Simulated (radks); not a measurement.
Values are calculated unless marked as measured or tabulated.
Species: Ho LIX. Configuration: [He] 2s2 2p5 (the NIST ground configuration).

Level of theory: Dirac Kohn-Sham, PBE, spin-unpolarised, spherical densities, point nucleus; open shells are shared between the two j in proportion to 2j + 1; speed of light set to 171.295 atomic units (1.25 times the physical value, a model run) (a radial shooting solver on a logarithmic mesh with Libxc functionals).

Energy parts (Ry):
| part | energy |
|---|---|
| total | -16477.9041 |
| kinetic | 17733.6530 |
| electron-nucleus | -35165.4873 |
| Hartree | 1166.5949 |
| exchange-correlation | -212.6646 |

Orbitals (lengths in bohr, moments of r in powers of bohr; <r^-3> diverges for s and p1/2):
| orbital | occ. | eigenvalue (Ry) | <1/r> | <r^-3> | small-component weight |
|---|---|---|---|---|---|
| 1s1/2 | 2 | -4339.967 | 72.22 | - | 3.92e-02 |
| 2s1/2 | 2 | -992.2220 | 17.56 | - | 9.06e-03 |
| 2p1/2 | 1.66667 | -968.4843 | 17.49 | - | 9.03e-03 |
| 2p3/2 | 3.33333 | -928.3767 | 16.11 | 11720 | 8.62e-03 |

The highest occupied level is 2p3/2 at -12631.2 eV. The density falls to 0.001 e/bohr^3 at r = 0.35 bohr.
